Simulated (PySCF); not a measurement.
# Shapes and spin states of [PdO3]-

Level of theory: PySCF, PBE0, basis Pd def2-SVPD with ECP28, O def2-SVPD (scalar-relativistic core potentials, no spin–orbit coupling, density fitting).

Relaxations began from a few typed shapes and spin states; open shells are unrestricted. The search is not exhaustive: other isomers or separated fragments can lie lower, and high-lying points may rest on an excited occupation.

```csv
spin,group,bonds,angles,imaginary modes (cm⁻¹),ΔE (kJ/mol),ΔE with ZPE (kJ/mol)
doublet,C2v,"O–O 1.355 Å, Pd–O 1.825 Å, Pd–O 1.985 Å (×2)","O–O–Pd 70.0° (×2), O–Pd–O 39.9°, O–Pd–O 160.0° (×2)",none,0.0,0.0
quartet,C2v,"O–O 1.299 Å, Pd–O 1.832 Å, Pd–O 2.202 Å (×2)","O–O–Pd 72.8° (×2), O–Pd–O 34.3°, O–Pd–O 162.8° (×2)",none,10.3,8.6
doublet,C2v,"Pd–O 1.760 Å (×2), Pd–O 1.768 Å","O–Pd–O 115.0°, O–Pd–O 122.5° (×2)",none,82.6,82.6
quartet,C2v,"Pd–O 1.802 Å (×2), Pd–O 1.807 Å","O–Pd–O 100.8°, O–Pd–O 129.6° (×2)",130i,95.1,–
broken-symmetry Ms = 1/2 (⟨S²⟩ 1.83),C2v,"Pd–O 1.795 Å (×2), Pd–O 1.899 Å","O–Pd–O 103.6° (×2), O–Pd–O 152.8°",none,113.2,111.2
sextet,Cs,"Pd–O 1.884 Å (×2), Pd–O 2.084 Å","O–Pd–O 115.9° (×2), O–Pd–O 128.1°",none,187.2,180.6
sextet,D3h,Pd–O 1.912 Å (×3),O–Pd–O 120.0° (×3),none,210.5,206.3
```

The lowest minimum found is the doublet C2v: O–O 1.355 Å, Pd–O 1.825 Å, Pd–O 1.985 Å (×2); O–O–Pd 70.0° (×2), O–Pd–O 39.9°, O–Pd–O 160.0° (×2).

For the lowest minimum: with open d or f shells other occupations or spin states may lie lower. The lowest empty level of this anion is unbound, so it and the gap depend on the basis.
